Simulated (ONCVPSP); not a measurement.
What one change does to a pseudopotential (Sr, ONCV)

* Element: Sr (Z = 38)
* Generator: ONCVPSP 4.0.1
* Type: optimised norm-conserving Vanderbilt (ONCV)
* Functional: LDA (Perdew-Zunger)
* Relativity: scalar-relativistic
* Frozen core: [Ar] 3d10
* Valence charge: 10
* Reference configuration: 4s2 4p6 5s0.5 (charge +1.5)
* Partial waves: 4s+5s: rc 2.30 bohr, ncon 4, nbas 7, qcut 6.2 1/bohr, 2 projectors; 4p: rc 1.85 bohr, ncon 5, nbas 9, qcut 7.6 1/bohr, 2 projectors, debl 3.4 Ha; d scattering state at 0.06 Ha: rc 1.85 bohr, ncon 5, nbas 9, qcut 5 1/bohr, local; f scattering state at 0.29 Ha: rc 1.95 bohr, ncon 4, nbas 9, qcut 4.9 1/bohr, 2 projectors, debl 3.3 Ha
* Local potential: the d channel
* Core correction: Teter function fitted to the true core (icmod 2), fcfact 0.45

In the d channel the program set the typed energies aside and used 0.050 Ha.

All-electron outer shells of the reference configuration (LDA (Perdew-Zunger), scalar-relativistic, ld1.x):

| shell | level (eV) | outermost node (bohr) | outermost maximum (bohr) |
| --- | --- | --- | --- |
| 4s | -50.97 | 0.59 | 1.19 |
| 4p | -32.82 | 0.61 | 1.32 |
| 5s | -11.21 | 1.63 | 3.28 |

Change: all radii but the core radius scaled by about 1.21 (s 2.78, p 2.24, d 2.24, f 2.36 bohr).

Cutoffs: the cutoffs (Ha) at which the residual kinetic energy of the hardest occupied pseudo-wave falls to 1 and 0.1 mHa per electron; they do not see the model core or the augmentation charge, which bear on the density cutoff. Errors are all-electron minus pseudo energies relative to the spin-unpolarised reference configuration.

Question: How do hardness, ghosts and transferability respond?

Answer: The potential gets softer (19 Ha and 23 Ha → 15 Ha and 20 Ha); of the 4 tests that both files solve, the error grows in 1 and shrinks in 1 by more than 15 % and 0.3 meV (median size 0.5 → 0.9 meV); neither file shows a bound ghost. A larger radius leaves more room for a smooth pseudo-wave, so fewer plane waves are needed.

```tsv
quantity	base	changed
cutoff, loose	19 Ha	15 Ha
cutoff, tight	23 Ha	20 Ha
loose cutoff by channel	s 11 Ha, p 19 Ha	s 7.8 Ha, p 15 Ha
bound ghosts	none	none
GHOST(+) flags under 300 eV	none	none
error for 4s2 4p6 5s2, meV [ΔE -11.01 eV]	-0.3	-0.8
error for 4s2 4p6 5s1, meV [ΔE -4.95 eV]	+0.1	0.0
error for 4s2 4p6 5s0, meV [ΔE 6.23 eV]	-0.7	-0.9
error for 4s2 4p5 5s2, meV [ΔE 17.37 eV]	+4.8	+1.9
rms error of d²Exc/dni dnj with the model core, mHa	0.85	1.18
```

Base: The cutoffs count occupied waves only; projector 2 of the f channel, the hardest unoccupied one, needs 99 Ha at the loose tolerance. Changed file: The cutoffs count occupied waves only; projector 2 of the f channel, the hardest unoccupied one, needs 72 Ha at the loose tolerance.
